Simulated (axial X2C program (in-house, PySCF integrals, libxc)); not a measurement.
GeF⁻: properties at the nuclei

Calculated with an in-house all-electron X2C program for linear molecules (integrals from PySCF): two-component X2C with atomic mean-field Coulomb and Gaunt terms, Gaussian nuclei, basis Ge dyall-acv3z, F dyall-av3z with contracted cores.

R = 1.846 Å (near the PBE0 minimum at charge -1 of the determinant lowest at the starting distance; the state shown can have its own minimum elsewhere).

Input and command:
```json
{"zs": [32, 9], "q": -1, "bas": ["dyall-acv3z", "dyall-av3z"], "r0": 1.85, "levels": ["PBE0", "HF", "PBE50", "B3LYP", "TPSSh"], "nst": 3}
```
```bash
python soeom.py task.json out
```

Keys: zs atomic numbers; q charge; bas basis sets; r0 starting distance in Å; levels methods; nst determinants followed.

Determinant lowest in the PBE0 search, Ω = 1 (⟨Sz⟩ = 1.00, ⟨Lz⟩ = 0.00 at PBE0), spin on the atoms Ge 1.02, F -0.02:

| level | Eeff magnitude (GV/cm) | Ws magnitude Ge (kHz) | A∥/gI Ge (MHz) | qzz Ge (a.u.) | A∥/gI F (MHz) | qzz F (a.u.) |
| --- | --- | --- | --- | --- | --- | --- |
| PBE0 | 0.259 | 0.121 | -394 | 1.07 | -11 | 1.17 |
| HF | 0.813 | 0.355 | -413 | 1.18 | 11.7 | 1.15 |
| PBE50 | 0.387 | 0.175 | -394 | 1.21 | -4.16 | 1.18 |
| B3LYP | 0.13 | 0.0657 | -319 | 1.10 | -11.5 | 1.13 |
| TPSSh | 0.226 | 0.106 | -342 | 1.11 | -12.6 | 1.18 |

Determinant 0.59 eV from it at PBE0 and this distance, Ω = 0 (closed shell), highest spinor 86% Ge p, 8% F p, 3% Ge d:

| level | qzz Ge (a.u.) | qzz F (a.u.) |
| --- | --- | --- |
| PBE0 | 0.97 | 1.15 |
| HF | 0.99 | 1.13 |
| PBE50 | 1.09 | 1.16 |
| B3LYP | 0.99 | 1.12 |
| TPSSh | 0.98 | 1.14 |

Eeff is the effective electric field on the electron electric dipole moment in this Ω state and Ws the scalar–pseudoscalar constant of the nucleus named (defined with the proton number Z and per Ω); A∥ (defined per Ω) follows by multiplying with gI = μI/(I μN); qzz is the electric field gradient, eQq0 = 234.96 MHz × Q/barn × qzz. The operators were transformed with the bare-nucleus X2C matrices; with these basis sets, hyperfine constants and field gradients can be off by tens of per cent, and where levels differ in sign neither size nor sign is settled.

**Question.** With gI(73Ge) = -0.1954, Q(73Ge) = -0.196 barn (g factors from the IAEA table of nuclear moments by Stone; Q from Pyykkö, Mol. Phys. 2018), turn the PBE0 values of the first state into constants in MHz.

**Answer.** A∥(73Ge) = -394 × -0.1954 = 77 MHz; eQq0(73Ge) = 234.96 × (-0.196) × (1.07) = -49.3 MHz.

Each state is one determinant with collinear spin, which with several unpaired electrons need not be a pure state. Unrestricted Hartree–Fock can overshoot spin polarisation at the nuclei. For an anion, determinants above electron detachment, or with a positive highest level, are held by the basis set. A closed determinant beside an open π² or δ² triplet, such as (π1/2)², mixes with its partner pair into the 0⁺ component of the triplet and ¹Σ⁺, so its energy is not that of a level, and 0⁺ can lie lowest. With several open shells hyperfine constants can be off by a factor of several. Where Eeff spreads by more than a factor of two the levels disagree and none is to be relied on. Open-shell Ω = 0 determinants with evenly filled partner blocks cannot be reached by this program, so the Ω shown need not be the lowest component. The search compared states at one distance, so a state with another bond length can lie lower. Further determinants of the search, some of them spin-mixed, are not shown. Where a field gradient or hyperfine factor spreads by more than a factor of two over the levels, a constant derived from it is not to be relied on. PBE0 term energies can be off by some tenths of an eV.
